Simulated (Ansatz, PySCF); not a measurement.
This PySCF input computes a r2SCAN/def2-TZVPD energy:

```python
from pyscf import gto, scf, dft

mol = gto.M(
    atom='''
    C    -1.67323436   -0.00554951   -0.04317373
    I     0.27297455    0.00090536    0.00704344
    H    -2.21653840    0.93356701   -0.08444468
    H    -2.21170666   -0.94825390   -0.02981539
    ''',
    basis='def2-tzvpd',
    ecp='def2-tzvp',
    charge=1,
    spin=0,
    verbose=4,
)

mf = dft.RKS(mol, xc='r2scan').density_fit(auxbasis='def2-universal-jkfit')
mf.grids.level = 4
mf.conv_tol = 1e-9
mf.max_cycle = 100
mf.max_memory = 1500
mf.kernel()
if not mf.converged:
    mf = mf.newton()
    mf.kernel(mf.make_rdm1())
mf.analyze()
```

**Question.** Write an input for the same energy in Ansatz (a program for electronic structure) and say what it gives.

**Answer.** 
Ansatz 0.2 input:
```yaml
crystal:
  periodic: [false, false, false]
  atoms:
    - {symbol: C, position_ang: [-1.67323436, -0.00554951, -0.04317373]}
    - {symbol: I, position_ang: [0.27297455, 0.00090536, 0.00704344]}
    - {symbol: H, position_ang: [-2.21653840, 0.93356701, -0.08444468]}
    - {symbol: H, position_ang: [-2.21170666, -0.94825390, -0.02981539]}
basis:
  gaussian:
    orbitals: def2-TZVPD
hamiltonian:
  xc: {name: r2SCAN}
total_charge: 1
output: {forces: true}
```
It gives -336.74577 Eh, and PySCF -336.74579 Eh, a difference of 0.02 mEh, from the treatment of integrals and grids.
